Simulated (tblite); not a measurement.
C5H6FOS2 (charge +1).
Bonds: C1–O2, O2–C3, C3–C4 (aromatic), C4–S5 (aromatic), S5–C6 (aromatic), C6–C7, C7–F8, C6–S9 (aromatic), C3–S9 (aromatic). Hydrogens: H10, H11, H12 on C1; H13 on C4; H14, H15 on C7.

The geometry is computed with GFN2-xTB (gas phase).

Problem. Give the optimised bond lengths and angles.

Solution. 
```csv
bond,length (Å),order
C1–O2,1.421,single
O2–C3,1.305,single
C3–C4,1.368,aromatic
C4–S5,1.700,aromatic
S5–C6,1.685,aromatic
C6–C7,1.499,single
C7–F8,1.368,single
C6–S9,1.700,aromatic
C3–S9,1.757,aromatic
"C1–H10, C1–H11, C1–H12",1.092,single
C4–H13,1.076,single
"C7–H14, C7–H15",1.096,single
```

Bonds in one row agree within 0.01 Å and their mean is given. Orders are formal, as drawn. A selection of angles:
```csv
angle,degrees
C1–O2–C3,119.3
O2–C3–C4,123.5
O2–C3–S9,121.9
C4–C3–S9,114.6
C3–C4–S5,117.4
C4–S5–C6,96.1
S5–C6–C7,122.1
S5–C6–S9,116.8
C7–C6–S9,120.9
C6–C7–F8,108.7
C3–S9–C6,95.1
```

Dihedral angles: C1–O2–C3–C4 -179° (antiperiplanar); S5–C6–C7–F8 -97° (anticlinal). The mirror-image conformer, all signs reversed, is as good.

Of the pairs four or more bonds apart, S9···H12 is among the closest relative to their van der Waals radii: 2.84 Å, 95 % of the sum of Bondi's values. O2 (aryl ether oxygen) is bent (angle 119.3°). C3 (aromatic carbon bearing oxygen) is planar (angles 123.5°, 121.9° and 114.6°, sum 360.0°, 0.00 Å off the plane of its three neighbours). C4 (aromatic CH next to a ring sulfur) is planar (angles 123.0°, 119.6° and 117.4°, sum 360.0°, 0.00 Å off the plane of its three neighbours). C6 (substituted aromatic carbon) is planar (angles 122.1°, 120.9° and 116.8°, sum 359.7°, 0.05 Å off the plane of its three neighbours). The 2 C–O bonds span 1.305 Å (O2–C3, drawn single) to 1.421 Å (C1–O2, drawn single), a spread of 0.116 Å. The C–C distances run from 1.368 Å (C3–C4, aromatic) to 1.499 Å (C6–C7, drawn single), a spread of 0.131 Å.

Point group: C1 (no symmetry element, even within 0.4 Å). Its lowest GFN2-xTB frequency is 18i cm⁻¹, too small to tell a flat minimum from a shallow saddle. 2 starts were optimised and ended at 0.00 and 0.46 kcal/mol (GFN2-xTB); the lowest of these is shown.
